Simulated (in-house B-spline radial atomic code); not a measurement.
## How G0W0 and RPA depend on the start: Mg⁸⁺

Configuration [He] 2s2. Computed with an all-electron radial atomic-structure program (B-spline basis): all electrons, scalar-relativistic (spin-free one-electron X2C), finite nucleus, each spin shell either full or empty, empty states to l = 9 with an (l + 1/2)⁻⁴ tail; G0W0 by contour deformation at full frequency.

```json
{"start": "Hartree-Fock", "mean-field 2s (eV)": "-324.26", "G0W0 (eV)": "-327.32", "QP weight": "0.978", "RPA correlation (Eh)": "-0.2419"}
{"start": "LDA VWN5", "mean-field 2s (eV)": "-308.57", "G0W0 (eV)": "-328.29", "QP weight": "0.952", "RPA correlation (Eh)": "-0.35598"}
{"start": "PBE", "mean-field 2s (eV)": "-309.60", "G0W0 (eV)": "-328.24", "QP weight": "0.952", "RPA correlation (Eh)": "-0.35239"}
{"start": "PBE0", "mean-field 2s (eV)": "-313.57", "G0W0 (eV)": "-327.99", "QP weight": "0.962", "RPA correlation (Eh)": "-0.30897"}
{"start": "r2SCAN", "mean-field 2s (eV)": "-310.46", "G0W0 (eV)": "-328.18", "QP weight": "0.956", "RPA correlation (Eh)": "-0.33611"}
{"start": "HSE06", "mean-field 2s (eV)": "-313.14", "G0W0 (eV)": "-328.01", "QP weight": "0.961", "RPA correlation (Eh)": "-0.31233"}
{"start": "B3LYP (VWN-RPA)", "mean-field 2s (eV)": "-312.93", "G0W0 (eV)": "-328.05", "QP weight": "0.960", "RPA correlation (Eh)": "-0.31717"}
{"start": "SCAN", "mean-field 2s (eV)": "-310.58", "G0W0 (eV)": "-328.18", "QP weight": "0.956", "RPA correlation (Eh)": "-0.33675"}
{"start": "TPSS", "mean-field 2s (eV)": "-310.35", "G0W0 (eV)": "?", "QP weight": "?", "RPA correlation (Eh)": "?"}
{"start": "BHandHLYP", "mean-field 2s (eV)": "-317.51", "G0W0 (eV)": "-327.75", "QP weight": "0.969", "RPA correlation (Eh)": "-0.28021"}
{"start": "CAM-B3LYP", "mean-field 2s (eV)": "-314.90", "G0W0 (eV)": "-327.94", "QP weight": "0.963", "RPA correlation (Eh)": "-0.30128"}
{"start": "LC-wPBE", "mean-field 2s (eV)": "-315.55", "G0W0 (eV)": "-327.94", "QP weight": "0.964", "RPA correlation (Eh)": "-0.29965"}
{"start": "wB97X", "mean-field 2s (eV)": "-315.90", "G0W0 (eV)": "?", "QP weight": "?", "RPA correlation (Eh)": "?"}
{"start": "PBEsol", "mean-field 2s (eV)": "-308.97", "G0W0 (eV)": "-328.24", "QP weight": "0.953", "RPA correlation (Eh)": "-0.3519"}
{"start": "BLYP", "mean-field 2s (eV)": "-309.65", "G0W0 (eV)": "-328.24", "QP weight": "0.952", "RPA correlation (Eh)": "-0.35349"}
{"start": "r2SCAN0", "mean-field 2s (eV)": "-314.14", "G0W0 (eV)": "-327.95", "QP weight": "0.964", "RPA correlation (Eh)": "-0.30128"}
{"start": "LDA exchange-only", "mean-field 2s (eV)": "-306.47", "G0W0 (eV)": "-328.21", "QP weight": "0.954", "RPA correlation (Eh)": "-0.35521"}
```

Problem. What G0W0 level, weight and RPA correlation energy follow from the wB97X start?

Solution. G0W0 level -327.80 eV, weight 0.966, RPA correlation -0.29185 hartree.

Problem. What G0W0 level, weight and RPA correlation energy follow from the TPSS start?

Solution. G0W0 level -328.18 eV, weight 0.954, RPA correlation -0.34256 hartree.

Problem. How much of the dependence on the start does G0W0 remove?

Solution. The mean-field levels span 17.8 eV and the G0W0 levels 0.977 eV. Against 327.99 ± 0.04 eV (NIST, semi-empirical) the G0W0 removal energies are off by -0.67 to +0.30 eV, with spin-orbit coupling, Breit and QED terms left out.
